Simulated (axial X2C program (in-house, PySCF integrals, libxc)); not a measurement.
Worked dissociation energy of BrF⁻: PBE, spin-free

Calculated with an in-house relativistic program for diatomic molecules. Spin-free means the one-electron spin-free X2C Hamiltonian. Basis: Br dyall-acv3z [9s10p7d5f1g], F dyall-av3z [7s6p3d2f] (cores contracted in-house); Gaussian nuclei, density fitting, unrestricted open shells. Masses: Br 78.918 u, F 18.998 u.

Molecular state: M_S = 1/2, Λ = 0 (beyond evenly filled blocks: σα).

| Quantity | Value |
| --- | --- |
| E(Br) (2M_S = 1, M_L = 0) | -2605.956336 hartree |
| E(F-) (2M_S = 0, M_L = 0) | -99.898939 hartree |
| E(BrF⁻) at Re | -2705.928059 hartree |
| ωe | 244.5 cm⁻¹ |
| ωexe | 3.04 cm⁻¹ |

Work out De and D0.

De = -2605.956336 + (-99.898939) − (-2705.928059) = 0.07278 hartree = 1.981 eV. The zero-point energy is ωe/2 − ωexe/4 = 122 cm⁻¹ = 0.015 eV, so D0 = 1.966 eV.

One determinant describes the state; a PBE0 search over occupations chose it and may have missed a lower one. Dissociation energies refer to the lowest single-determinant-based atoms at the same level and basis. The highest occupied level of some functionals is positive through self-interaction error; at Hartree–Fock it is bound. Spin-free De lacks the spin–orbit lowering of the heavy p-block atom, a tenth of an eV or more for 4p and 5p, up to an eV for 6p and one to two eV for 7p atoms, less what an open-shell molecule gains itself.

Each atomic determinant is the lowest at this level and need not be a pure term. Totals compare only within one Hamiltonian and basis.
